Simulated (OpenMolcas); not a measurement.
A run on Cu3+ with 3 ligands (bromide) in trigonal planar coordination (D3h) at 2.3 Å. Ligand basis ANO-RCC-VDZP.

| Item | Value |
| --- | --- |
| Program | OpenMolcas |
| Method | SS-CASPT2, IPEA 0.25 Eh, imaginary shift 0.1 Eh (the 36 lowest orbitals frozen, all others correlated) |
| Basis | ANO-RCC-VTZP [6s5p3d2f1g] |
| Scalar Hamiltonian | DKH2, point nucleus |
| Active space | 8 electrons in 5 orbitals (3d) |
| State averaging | 2S+1 = 3 even, 10 roots; 2S+1 = 1 even, 15 roots |
| Spin-orbit coupling | state interaction with AMFI integrals over the reference wave functions |

First CASPT2 step and the start of its output:

```
&CASPT2
Multistate=10 1 2 3 4 5 6 7 8 9 10
NoMult
Frozen=36
IPEA=0.25
Imaginary=0.1
MaxIter=60
WThr=0.0 0.3 0.05
PrWF=0.5
NoMix
```

```
--- CASPT2 ---
Orbital specifications:
      -----------------------

      Symmetry species                           1
                                                 a
      Frozen orbitals                           36
      Inactive orbitals                         27
      Active orbitals                            5
      Secondary orbitals                        72
      Deleted orbitals                           0
      Number of basis functions                140
Type of calculation                        SS-CASPT2
      Fock operator                              state-specific
      IPEA shift                                 0.25
      Real shift                                 0.00
      Imaginary shift                            0.10
      The input orbitals will be transformed to quasi-canonical
Reference energy:       -9466.0837207522
      E2 (Non-variational):      -0.8616733152
      Shift correction:           0.0156189102
      E2 (Variational):          -0.8460544049
      Total energy:           -9466.9297751571
      Residual norm:              0.0000007057
      Reference weight:           0.48454
      Contributions to the CASPT2 correlation energy
      Active & Virtual Only:         -0.1997843940
      One Inactive Excited:          -0.2724156206
      Two Inactive Excited:          -0.3894733005
Reference energy:       -9466.0821261145
      E2 (Non-variational):      -0.8692453021
      Shift correction:          -0.0183418613
      E2 (Variational):          -0.8875871634
      Total energy:           -9466.9697132779
      Residual norm:              0.0000008774
      Reference weight:           0.66183
      Contributions to the CASPT2 correlation energy
      Active & Virtual Only:         -0.1922888903
...
```

Over all roots the printed reference weights run from 0.00 to 0.67, and roots that are degenerate in the reference spread by up to 8.3e+06 cm-1.

Task: Did the run give usable levels, and if not, why?

Result: No. The equations converged, but the reference weight falls to 0.00 for at least one root against 0.67 for the best. A drop of that size marks an intruder state, so the energies of such roots and the levels built on them can't be trusted.
